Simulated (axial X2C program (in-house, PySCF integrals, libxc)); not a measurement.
**SnF⁺ along the bond: BLYP, 2c**

All values were computed with an axial X2C code built on PySCF integrals. Two-component (2c) means X2C with spin–orbit coupling and atomic mean-field two-electron Coulomb and Gaunt terms. Basis: Sn dyall-cv3z [11s12p9d4f1g], F dyall-av3z [7s6p3d2f] (cores contracted in-house); Gaussian nuclei, density fitting, unrestricted open shells. Masses: Sn 119.902 u, F 18.998 u.

State: Ω = 0 (closed shell). Dipoles are positive if F is the positive end and refer to the centre of mass.

Results along the bond:

| R (Å) | μ (D) | HOMO (eV) | LUMO (eV) |
| --- | --- | --- | --- |
| 1.637 | -1.792 | -14.89 | -9.83 |
| 1.713 | -2.212 | -15.02 | -9.98 |
| 1.769 | -2.521 | -15.07 | -10.09 |
| 1.825 | -2.823 | -15.09 | -10.19 |
| 1.882 | -3.118 | -15.08 | -10.29 |
| 1.948 | -3.453 | -15.02 | -10.41 |
| 2.014 | -3.775 | -14.83 | -10.52 |
| 2.098 | -4.170 | -14.41 | -10.65 |
| 2.202 | -4.623 | -13.96 | -10.80 |
| 2.353 | -5.216 | -13.41 | -11.00 |

The state is a single determinant with fixed occupations, the lowest that a limited PBE0 search found. The closed shell is kept restricted, so the energy runs too high when the bond is stretched far.
